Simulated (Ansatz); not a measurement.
Ideal-gas functions of CH3AlClFO, SMILES `C[O][Al]([F])[Cl]` at 400 K and 1 bar, from an Ansatz frequency run at PBE0-D4/def2-TZVP.

Molar mass 112.47 g/mol, point group Cs (symmetry number 1), electronic degeneracy 1, moments of inertia 142.353, 213.967, 353.156 u Å². Harmonic wavenumbers (cm⁻¹, unscaled): 81, 85, 109, 202, 257, 263, 483, 746, 908, 1183, 1192, 1239, 1487, 1496, 1502, 3021, 3090, 3101.

Use S(trans) = R[1.5 ln M + 2.5 ln T − 1.1517]; rotational temperatures θ = 24.2544 K / I; S(rot) = R[ln(√π/σ · √(T³/θAθBθC)) + 1.5]; for each mode x = 1.438777 ν̃/T, S = R[x/(eˣ − 1) − ln(1 − e⁻ˣ)] and H = RT x/(eˣ − 1); 1 cm⁻¹ = 0.0119627 kJ/mol; R = 8.31446 J/(mol·K).

Question: By hand: the entropy, in J/(mol·K).

Answer: Translation 173.9. Rotation: θ = 0.1704, 0.1134, 0.0687 K, giving 119.5. Vibration, mode by mode: 18.60, 18.20, 16.15, 11.15, 9.26, 9.08, 4.69, 2.22, 1.40, 0.63, 0.61, 0.53, 0.25, 0.25, 0.24, 0.00, 0.00, 0.00, in all 93.3. Electronic 0.0. Sum 386.7 J/(mol·K).

Question: By hand: H − E and G − E in kJ/mol, counted from the electronic energy.

Answer: Zero-point energy ½ × 20445 × 0.0119627 = 122.3; thermal vibration 17.9; translation, rotation and pV give 4 RT = 13.3. H − E = 153.5 kJ/mol, and G − E = 153.5 − 400 × 386.7/1000 = -1.2 kJ/mol.

Vibration gives 24 % of the entropy, 52.9 J/(mol·K) of it from the modes under 150 cm⁻¹: soft modes count most, and the harmonic formula is weakest for them. The sum counts one conformer and one mirror image; others add a mixing term.
